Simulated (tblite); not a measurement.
C3H14NOPSi2.
Geometry (GFN2-xTB, Å), atoms numbered from 1 in this order:
```
atom  x, y, z in Å
C1    -2.0488   -1.2594    0.4894
C2    -1.6265   -0.3447   -0.6482
P3    -0.4061    0.8666    0.0087
C4     0.0156    1.9682   -1.3967
O5    -0.9162    1.6149    1.1605
N6     0.9921    0.0008    0.3559
Si7    1.5538    0.2551    1.9979
Si8    1.6373   -1.1462   -0.7804
H9    -2.4211   -0.6565    1.3161
H10   -2.8309   -1.9494    0.1754
H11   -1.1957   -1.8343    0.8478
H12   -2.4802    0.2382   -1.0057
H13   -1.2108   -0.9092   -1.4833
H14    0.3353    1.4324   -2.2839
H15   -0.8662    2.5667   -1.6198
H16    0.8114    2.6308   -1.0598
H17    1.8382    1.6742    2.1809
H18    2.7822   -0.5387    2.0562
H19    0.5690   -0.2578    2.9464
H20    3.0684   -1.2054   -0.5116
H21    0.9966   -2.4552   -0.6024
H22    1.3924   -0.6716   -2.1443
```

All values are computed: GFN2-xTB (tblite) harmonic vibrations without scaling, gas phase. This tight-binding method is rough: wavenumbers can miss measured ones by several per cent, in bad cases by 10 to 20. Modes of hydrogen on silicon can be 10 to 20 % off. One conformer, not necessarily the lowest.

Harmonic wavenumbers (cm⁻¹): 39.1, 83.1, 90.6, 117.9, 131.2, 145.1, 154.9, 159.6, 189.7, 204.8, 250.7, 269.0, 292.5, 345.4, 416.9, 487.2, 575.0, 581.7, 590.0, 608.6, 677.2, 739.9, 746.7, 759.7, 761.7, 771.8, 781.7, 797.6, 819.2, 832.9, 841.8, 937.2, 962.9, 999.3, 1010.6, 1074.8, 1216.9, 1251.0, 1266.2, 1309.8, 1403.8, 1427.8, 1436.7, 1439.8, 1487.8, 1496.6, 2207.9, 2239.5, 2257.3, 2283.1, 2297.1, 2311.3, 2943.3, 2974.2, 3002.8, 3004.6, 3010.9, 3015.6, 3027.4, 3044.3.

A = 1293, B = 1038, C = 924.4 MHz; mass 167.035 u (most abundant isotopes); point group C1, symmetry number 1.

Zero-point energy?

Half the sum of the wavenumbers: 35302 cm⁻¹ = 422.30 kJ/mol.

Entropy at 298.15 K, 1 bar (ideal gas, RRHO, classical rotation)?

Translation 172.69, rotation 125.26, vibration 183.05: S = 481.0 J/(mol K).

And Cp and H(298.15 K) − H(0)?

Cp = 215.85 J/(mol K), of which vibrations give 182.60 (their classical limit is 60 R = 498.9); H(298.15 K) − H(0) = 38.72 kJ/mol without the zero-point energy, 28.80 from vibrations.

What must be added to the electronic energy to get the Gibbs energy at 298.15 K and 1 bar?

ZPE + [H(298.15 K) − H(0)] − T·S = 422.30 + 38.72 − 143.41 = 317.61 kJ/mol.

Blend soft modes into free rotors: weight 1/[1 + (100 cm⁻¹/ν̃)⁴] for the oscillator and the rest for a rotor with moment μB/(μ + B), μ = h/(8π²ν), B = 10⁻⁴⁴ kg m². What vibrational entropy results?

171.63 J/(mol K) in place of 183.05, which changes −T·S at 298.15 K by +3.41 kJ/mol.

How do the functions run with temperature in this model?

```json
{"T (K)": "100", "S (J/(mol K))": "314.8", "Cp (J/(mol K))": "105.9", "H − H(0) (kJ/mol)": "6.61", "G − H(0) (kJ/mol)": "-24.86", "ln q(vib)": "2.44"}
{"T (K)": "200", "S (J/(mol K))": "406.0", "Cp (J/(mol K))": "162.8", "H − H(0) (kJ/mol)": "20.10", "G − H(0) (kJ/mol)": "-61.10", "ln q(vib)": "6.50"}
{"T (K)": "300", "S (J/(mol K))": "482.3", "Cp (J/(mol K))": "216.8", "H − H(0) (kJ/mol)": "39.12", "G − H(0) (kJ/mol)": "-105.59", "ln q(vib)": "10.47"}
{"T (K)": "500", "S (J/(mol K))": "614.2", "Cp (J/(mol K))": "300.8", "H − H(0) (kJ/mol)": "91.45", "G − H(0) (kJ/mol)": "-215.64", "ln q(vib)": "17.97"}
{"T (K)": "800", "S (J/(mol K))": "774.1", "Cp (J/(mol K))": "379.1", "H − H(0) (kJ/mol)": "194.46", "G − H(0) (kJ/mol)": "-424.84", "ln q(vib)": "28.09"}
{"T (K)": "1000", "S (J/(mol K))": "862.6", "Cp (J/(mol K))": "413.5", "H − H(0) (kJ/mol)": "273.90", "G − H(0) (kJ/mol)": "-588.72", "ln q(vib)": "34.13"}
```

q(vib) and H(0) count from the zero-point level.

Hindered rotation and anharmonicity are outside this model. Other conformers, if any are populated, would add a mixing term that is left out. The structure is chiral; the term R ln 2 for an equal mix with its mirror image is left out.

The run took 1.8 s of wall time on one thread, Arm Neoverse N1 (aarch64), on a shared host. The figure is for the frequency step alone.
